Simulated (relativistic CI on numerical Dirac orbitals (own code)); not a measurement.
**Ni¹⁸⁺: sensitivity of the levels to the model**

Base calculation: Dirac-Coulomb-Breit CI, KLI orbitals optimised for each configuration, a model potential for QED, unscaled Slater integrals.

Configuration list (outside the closed core 1s2): 2s2.2p6, 2s2.2p5.3s, 2s2.2p5.3p, 2s2.2p5.3d, 2s.2p6.3s, 2s.2p6.3p, 2s.2p6.3d, 2s2.2p5.4s, 2s2.2p5.4p, 2s2.2p5.4d, 2s2.2p5.4f, 2s.2p6.4s, 2s2.2p4.3s2, 2s.2p6.4p, 2s2.2p4.3s.3p, 2s.2p6.4d. Levels of other configurations are missing.

Variants: (1) one mean potential for all configurations. Shifts of the energy above 2s2.2p6 1S_0, in eV, for the lowest level and the first level of each name with at least 55 % of one term (blank where a level changes its place among those of its configuration and J or its character, or is not in the variant):

```csv
Level,Base,Δ(1)
2s2.2p6 1S_0,0.000,0.000
2s2.2p5.3s 3P°_2,879.696,-0.349
2s2.2p5.3s 1P°_1,881.943,-0.332
2s2.2p5.3s 3P°_0,897.429,-0.321
2s2.2p5.3s 3P°_1,898.770,-0.308
2s2.2p5.3p 3S_1,914.008,-0.329
2s2.2p5.3p 3D_2,917.650,-0.278
2s2.2p5.3p 3D_3,920.308,-0.289
2s2.2p5.3p 3P_2,923.668,-0.260
2s2.2p5.3p 3P_0,930.976,-0.184
2s2.2p5.3p 3D_1,934.696,-0.248
2s2.2p5.3p 3P_1,939.111,-0.242
2s2.2p5.3p 1S_0,954.513,+0.546
2s2.2p5.3d 3P°_0,965.637,-0.310
2s2.2p5.3d 3P°_1,966.859,-0.303
2s2.2p5.3d 3P°_2,969.157,-0.291
2s2.2p5.3d 3F°_4,969.193,-0.288
2s2.2p5.3d 3F°_3,969.996,-0.277
2s2.2p5.3d 3D°_3,973.379,-0.256
2s2.2p5.3d 3D°_1,979.448,-0.213
2s2.2p5.3d 3F°_2,987.573,-0.240
2s2.2p5.3d 1P°_1,997.603,-0.101
```

At this charge energies of transitions that change n are usually good to better than 1 %, and those within a shell (Δn = 0) to a few per cent.

Ionisation energy from the two ground configurations alone: base 1538.44 eV. The NIST ASD value (measured) is 1540.1 eV.

LS names give the leading component of a level, which can be under half, so a name can repeat, a term be missing and a line seem to break the LS rules.
